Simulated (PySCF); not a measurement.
Radial density of Cl³⁺ (chlorine, charge +3)

UHF, [Ne] 3s2 3p2, high-spin 3P determinant. Calculation: PySCF 2.14, in def2-SVP; the non-relativistic Hamiltonian (point nucleus).

```csv
r (bohr),4πr²ρ (e/bohr),4πr²(ρα − ρβ)
0.00157,0.08931,0.0000
0.00263,0.2492,0.0000
0.00443,0.6793,0.0001
0.00745,1.754,0.0002
0.0125,4.141,0.0005
0.0211,8.819,0.0015
0.0355,15.34,0.0060
0.0597,19.67,0.0271
0.100,16.21,0.1044
0.169,13.33,0.2783
0.284,18.98,0.3332
0.477,13.46,0.0212
0.803,3.592,0.5783
1.35,3.338,1.6196
2.27,0.7650,0.4043
3.82,0.03214,0.0280
```
